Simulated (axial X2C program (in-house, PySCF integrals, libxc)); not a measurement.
**MgI⁺ at several levels of theory**

All values were computed with an in-house relativistic program for diatomic molecules. Spin-free means the one-electron spin-free X2C Hamiltonian; two-component (2c) means X2C with spin–orbit coupling and atomic mean-field two-electron Coulomb and Gaunt terms, so the difference of the two also holds small scalar two-electron terms. Basis: I dyall-cv3z [11s12p8d4f1g], Mg dyall-cv3z [9s8p6d3f] (cores contracted in-house); Gaussian nuclei, density fitting, unrestricted open shells. Masses: I 126.904 u, Mg 23.985 u.

State, spin-free: M_S = 0, Λ = 0 (closed shell); electrons by block: σα: 14, σβ: 14, π+α: 7, π+β: 7, π-α: 7, π-β: 7, δ+α: 2, δ+β: 2, δ-α: 2, δ-β: 2. Fragments: I + Mg+.

State, 2c: Ω = 0 (closed shell); electrons by block: 1/2: 21, -1/2: 21, 3/2: 9, -3/2: 9, 5/2: 2, -5/2: 2. Fragments: I + Mg+.

```json
{"Hamiltonian": "spin-free", "level": "PBE0", "Re (Å)": "2.455", "ωe (cm⁻¹)": "382.9", "ωexe (cm⁻¹)": "1.28", "Be (cm⁻¹)": "0.1387", "De (eV)": "2.38", "D0 (eV)": "2.35", "k (mdyn/Å)": "1.74", "μ (D)": "11.76"}
{"Hamiltonian": "spin-free", "level": "HF", "Re (Å)": "2.462", "ωe (cm⁻¹)": "393.0", "ωexe (cm⁻¹)": "1.11", "Be (cm⁻¹)": "0.1378", "De (eV)": "1.27", "D0 (eV)": "1.24", "k (mdyn/Å)": "1.84", "μ (D)": "12.91"}
{"Hamiltonian": "spin-free", "level": "MP2", "Re (Å)": "2.467", "ωe (cm⁻¹)": "389.9", "ωexe (cm⁻¹)": "1.17", "Be (cm⁻¹)": "0.1373", "De (eV)": "2.34", "D0 (eV)": "2.32", "k (mdyn/Å)": "1.81", "μ (D)": "n/a"}
{"Hamiltonian": "spin-free", "level": "CCSD", "Re (Å)": "2.469", "ωe (cm⁻¹)": "384.4", "ωexe (cm⁻¹)": "1.29", "Be (cm⁻¹)": "0.1371", "De (eV)": "2.26", "D0 (eV)": "2.24", "k (mdyn/Å)": "1.76", "μ (D)": "n/a"}
{"Hamiltonian": "spin-free", "level": "CCSD(T)", "Re (Å)": "2.472", "ωe (cm⁻¹)": "382.5", "ωexe (cm⁻¹)": "1.3", "Be (cm⁻¹)": "0.1368", "De (eV)": "2.35", "D0 (eV)": "2.33", "k (mdyn/Å)": "1.74", "μ (D)": "n/a"}
{"Hamiltonian": "spin-free", "level": "LDA", "Re (Å)": "2.441", "ωe (cm⁻¹)": "380.3", "ωexe (cm⁻¹)": "1.36", "Be (cm⁻¹)": "0.1403", "De (eV)": "2.81", "D0 (eV)": "2.79", "k (mdyn/Å)": "1.72", "μ (D)": "11.14"}
{"Hamiltonian": "2c", "level": "PBE0", "Re (Å)": "2.464", "ωe (cm⁻¹)": "373.2", "ωexe (cm⁻¹)": "1.41", "Be (cm⁻¹)": "0.1376", "De (eV)": "2.14", "D0 (eV)": "2.12", "k (mdyn/Å)": "1.66", "μ (D)": "11.60"}
{"Hamiltonian": "2c", "level": "HF", "Re (Å)": "2.468", "ωe (cm⁻¹)": "386.7", "ωexe (cm⁻¹)": "1.19", "Be (cm⁻¹)": "0.1371", "De (eV)": "0.986", "D0 (eV)": "0.962", "k (mdyn/Å)": "1.78", "μ (D)": "12.80"}
{"Hamiltonian": "2c", "level": "MP2", "Re (Å)": "2.473", "ωe (cm⁻¹)": "383.8", "ωexe (cm⁻¹)": "1.24", "Be (cm⁻¹)": "0.1367", "De (eV)": "2.09", "D0 (eV)": "2.06", "k (mdyn/Å)": "1.75", "μ (D)": "n/a"}
{"Hamiltonian": "2c", "level": "CCSD", "Re (Å)": "2.475", "ωe (cm⁻¹)": "377.4", "ωexe (cm⁻¹)": "1.4", "Be (cm⁻¹)": "0.1364", "De (eV)": "1.99", "D0 (eV)": "1.97", "k (mdyn/Å)": "1.69", "μ (D)": "n/a"}
{"Hamiltonian": "2c", "level": "CCSD(T)", "Re (Å)": "2.478", "ωe (cm⁻¹)": "375.4", "ωexe (cm⁻¹)": "1.42", "Be (cm⁻¹)": "0.136", "De (eV)": "2.09", "D0 (eV)": "2.07", "k (mdyn/Å)": "1.67", "μ (D)": "n/a"}
{"Hamiltonian": "2c", "level": "LDA", "Re (Å)": "2.452", "ωe (cm⁻¹)": "367.7", "ωexe (cm⁻¹)": "1.55", "Be (cm⁻¹)": "0.139", "De (eV)": "2.54", "D0 (eV)": "2.52", "k (mdyn/Å)": "1.61", "μ (D)": "10.94"}
```

Correlated methods: 8 electrons correlated (number of frozen shells: I 4 s, 3 p, 2 d; Mg 2 s, 1 p), 292 virtual spin orbitals or spinors in MP2, 90 natural virtuals in coupled cluster.

Dipoles are positive if Mg is the positive end and refer to the centre of mass.

The state is one determinant whose occupation by symmetry is held fixed; it was picked as the lowest of a PBE0 search that is not exhaustive. The closed shell is kept restricted, so the energy runs too high when the bond is stretched far. Dissociation energies refer to the lowest single-determinant-based atoms at the same level and basis. CCSD and (T) use frozen natural virtuals with an MP2 correction for the truncation; (T) itself is uncorrected, so its De runs slightly low. Without a current term, density functionals place determinants with orbital angular momentum somewhat too high.

Rough cost a point (2c) on 1 thread(s) of a shared host, integrals apart: PBE0 0.7 s, HF 0.5 s, CCSD(T) 2.7 s, LDA 0.3 s.

The whole task took 120 s on 1 thread of Arm Neoverse V2, on a shared host.
